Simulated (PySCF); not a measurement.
CF4 (SMILES FC(F)(F)F), singlet, geometry from GFN2-xTB. Base run: WB97X/STO-3G (PySCF).

Geometry (Å):
```xyz
5

C      0.0000     0.0000     0.0000
F      0.7616     0.7667     0.7477
F     -0.7494    -0.7569     0.7696
F     -0.7679     0.7506    -0.7574
F      0.7558    -0.7604    -0.7599
```
Charge 0, spin multiplicity 1.
All else is at PySCF's defaults.
Base energy -431.15037 Eh.

The base run was repeated with changes; each row names its change, and settings that it needs were set with it.

```tsv
change	ΔE vs base (mEh)	grid points	electrons on the grid
base	0.000	71168	42.00005
grids.prune = dft.gen_grid.treutler_prune	-0.215	62136	42.00003
grids.level = 1	-1.409	26384	42.00017
grids.prune = dft.gen_grid.sg1_prune	-0.130	31760	42.00025
grids.level = 7	0.020	442488	42.00000
grids.level = 2	0.006	57624	42.00006
grids.atom_grid = (30, 110)	1.599	12288	41.99849
grids.level = 4	0.017	143952	42.00000
grids.prune = off	0.003	113256	42.00005
grids.level = 0	-53.162	5432	42.03596
grids.radi_method = mura_knowles	-0.009	68360	42.00005
```
